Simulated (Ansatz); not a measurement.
The first iterations of a band of CH4BClN2O (10 atoms, charge 0, multiplicity 1).

Computed with RKS B3LYP/def2-SVP (Ansatz).

| Quantity | Value |
| --- | --- |
| movable images | 5 |
| climbing image | yes |
| spring | 5.0 eV/Å² |
| optimiser | quadratic models (default) |
| start path | through a guess of the saddle point |
| force threshold | 0.03 eV/Å |
| iteration limit | 60 |
| end points | relaxed |

First end point:

```xyz
10
Properties=species:S:1:pos:R:3
N 0.833 -1.540 -0.670
C 0.791 -0.233 -0.251
O 1.746 0.508 -0.280
N -0.475 0.155 0.254
B -0.817 1.454 0.683
Cl -2.456 1.717 1.311
H -0.004 -2.069 -0.878
H 1.688 -1.829 -1.128
H -1.175 -0.579 0.333
H -0.046 2.364 0.629
```

Last end point:

```xyz
10
Properties=species:S:1:pos:R:3
N 0.795 -1.502 -0.788
C 0.757 -0.195 -0.367
O 1.694 0.564 -0.453
N -0.507 0.187 0.148
B -0.797 1.429 0.750
Cl -2.458 1.718 1.304
H 0.120 -2.185 -0.466
H 1.704 -1.851 -1.069
H -1.261 -0.487 0.044
H 0.036 2.271 0.901
```

| iteration | highest image above the first end (eV) | largest band force component (eV/Å) |
| --- | --- | --- |
| 1 | 5.334 | 6.486 |
| 2 | 2.676 | 4.874 |
| 3 | 2.293 | 4.715 |
| 4 | 1.368 | 3.134 |
| 5 | 0.660 | 1.526 |
| 6 | 0.194 | 1.217 |

Question: Does the band converge within its limit, and where does its top end?

Answer: The run converged. It ended after 18 iterations with the highest image 0.002 eV above the first end. The top lies less than 8 meV above the higher end, about what the thresholds resolve: that end is a shoulder or a very shallow well. A vibrational analysis at the climbing image gives one clearly imaginary mode, 147i cm⁻¹: a first-order saddle point.

The run took 3.4 min on 2 threads of Arm Neoverse V2, on a shared host, peak memory 0.24 GiB.
